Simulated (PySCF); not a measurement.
## Telling isomers of C$_{4}$H$_{6}$F$_{3}$PSi apart by NMR

Computational details: PBE0/pcSseg-1 with gauge-including orbitals, GFN2-xTB geometry, in PySCF (one computed conformer, rapidly exchanging positions averaged, isolated molecule, non-relativistic).

Chemical shifts δ = σref − σ; $^{1}$H and $^{13}$C vs TMS, all at this level. Splittings of carbon signals by F and P are missing where no couplings were computed. Where no couplings were computed, multiplicities follow the n + 1 count of equivalent neighbours, and m marks all less simple cases (inequivalent or close neighbours, rings, F or P nearby). Shifts are as computed. Against solution values, carbons near 30 ppm lie about +3 ppm off and those near 130 ppm about +5 ppm. Of 1211 compounds with measured shifts, 218 miss one by over three times the rms of a fit or turn the order of signals round; such compounds aren't used in these exercises.

(1) Tabulate the signals of `C[Si@@H](P)C#CC(F)(F)F`, `FC(F)(F)CP=C=C[SiH3]` and their relative energies.

(2) What is the quickest way to tell C[Si@@H](P)C#CC(F)(F)F from FC(F)(F)CP=C=C[SiH3]?

Results:

(1) 
| SMILES | carbon types | δC | δH | E rel. (kcal/mol) |
| --- | --- | --- | --- | --- |
| C[Si@@H](P)C#CC(F)(F)F | 3×C 1×CH3 | 122.9, 101.2, 101.0, -2.4 | 4.78 (m, 1H), 1.52 (m, 2H), 0.48 (m, 3H) | 0.0 |
| FC(F)(F)CP=C=C[SiH3] | 2×C 1×CH 1×CH2 | 271.4, 136.1, 102.0, 34.8 | 6.23 (m, 1H), 4.36 (d, 3H), 2.50 (m, 2H) | 9.0 |

Energies are electronic energies at PBE0/pcSseg-1 on these geometries, without zero-point or thermal terms, each for the one conformer computed, which needn't be the lowest.

(2) Both give the same number of carbon signals, but DEPT or the intensities differ. The first has a methyl carbon bonded to Si (CH3) at -2.4 ppm, the second a cumulene carbon (C) at 271.4 ppm. Their most deshielded carbons lie at 122.9 and 271.4 ppm. In the proton spectra the most deshielded non-exchanging signals are 4.78 (m, 1H) and 6.23 (m, 1H).
